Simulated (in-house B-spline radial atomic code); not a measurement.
Checks on a self-consistent run for Lu5+, [He] 2s2 (2p1/2)1 (2p3/2)4 3s2 (3p1/2)2 (3p3/2)3 3d10 4s2 4p6 4d10 4f14 5s2 5p6. Level of theory: Dirac-Hartree-Fock, average of the jj configuration, Fermi nucleus of rms radius 5.37 fm; calculated with an all-electron radial atomic-structure program (B-spline basis).

| orbital | q | ε (Eh) | <1/r> | <r²> | small-component weight |
| --- | --- | --- | --- | --- | --- |
| 1s1/2 | 2 | -2359.32588 | 82.2294 | 0.000511094 | 0.07121 |
| 2s1/2 | 2 | -414.38045 | 20.0131 | 0.00776771 | 0.016194 |
| 2p1/2 | 1 | -397.66242 | 19.8871 | 0.00564177 | 0.016128 |
| 2p3/2 | 4 | -355.09710 | 17.0528 | 0.00676359 | 0.014791 |
| 3s1/2 | 2 | -99.19509 | 7.42172 | 0.0500781 | 0.0053954 |
| 3p1/2 | 2 | -91.09380 | 7.37954 | 0.046023 | 0.0053977 |
| 3p3/2 | 3 | -82.14469 | 6.57149 | 0.0528693 | 0.0049089 |
| 3d3/2 | 4 | -68.26487 | 6.47487 | 0.0405716 | 0.0048055 |
| 3d5/2 | 6 | -66.25400 | 6.30747 | 0.0421692 | 0.0047116 |
| 4s1/2 | 2 | -23.08343 | 3.1039 | 0.248602 | 0.0017456 |
| 4p1/2 | 2 | -19.58504 | 3.00506 | 0.257018 | 0.0016721 |
| 4p3/2 | 4 | -17.43603 | 2.77304 | 0.289301 | 0.0015529 |
| 4d3/2 | 4 | -11.63294 | 2.54232 | 0.316508 | 0.0013373 |
| 4d5/2 | 6 | -11.24060 | 2.48046 | 0.328803 | 0.0012966 |
| 4f5/2 | 6 | -3.78881 | 2.06145 | 0.457717 | 0.00094128 |
| 4f7/2 | 8 | -3.69584 | 2.02933 | 0.473456 | 0.0009182 |
| 5s1/2 | 2 | -5.13507 | 1.18413 | 1.41109 | 0.00036866 |
| 5p1/2 | 2 | -3.96330 | 1.08119 | 1.66669 | 0.00031633 |
| 5p3/2 | 4 | -3.63761 | 1.00207 | 1.8875 | 0.00028285 |

Electron-electron repulsion V_ee = 5091.8597 hartree.

Q: What total energy follows from the eigenvalues?

A: The eigenvalues count the repulsion twice, so E = Σqε - V_ee = -9017.162 - 5091.860 = -14109.022 hartree; the run printed -14109.022.

Q: Does the Dirac virial theorem hold?

A: For a point nucleus E = -2c²Σq·w, with w the small-component weight. Here Σq·w = 0.37558 and c = 137.0360, so the ratio E/(-2c²Σq·w) is 1.000227; the finite nucleus accounts for the departure from 1.

Q: What diamagnetic shielding (Lamb formula) and susceptibility (Langevin formula) do the radii give?

A: σ = (α²/3)Σq<1/r> = 491.149/(3·137.036²) = 8718.1 ppm, and χ = -0.79199×10⁻⁶·Σq<r²> = -20.96×10⁻⁶ cm³/mol with Σq<r²> = 26.462 bohr². Both are non-relativistic formulas without the paramagnetism of open shells; for so heavy an element the full relativistic shielding is larger by tens of per cent.
